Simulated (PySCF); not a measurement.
Mo(NH)2(Cl)(NH2) (ClH4MoN3), SMILES [NH]=[Mo](=[NH])([NH2])[Cl], multiplicity 1. Heavy atoms are numbered as in [Mo:1](=[NH:2])(=[NH:4])([Cl:6])[NH2:7]. Hydrogens are named by the atom that carries them.

Coordinates come from a B3LYP-D3(BJ)/def2-SVP optimisation. The spin state was assumed, not searched. The structure was generated by enumeration; whether it is a known compound was not checked. The def2 effective core potentials stand for the cores of Mo; spin–orbit coupling is left out. Other conformers were not sampled.

Level of theory: PBE/def2-TZVP (PySCF).

Atomic charges (e), one atom of each kind:

| atom | Mulliken | Löwdin |
|---|---|---|
| Mo1 | 1.45 | 0.32 |
| N2 (NH) | -0.64 | -0.31 |
| H on N2 | 0.23 | 0.15 |
| Cl6 | -0.39 | ? |
| N7 (NH2) | -0.75 | ? |
| H on N7 | 0.25 | ? |

Question: Some entries are withheld; supply them. (Estimate from the structure and the level; the computed values follow.)

Answer: 
- Cl6, Löwdin: 0.01
- N7 (NH2), Löwdin: -0.32
- H on N7, Löwdin: 0.16
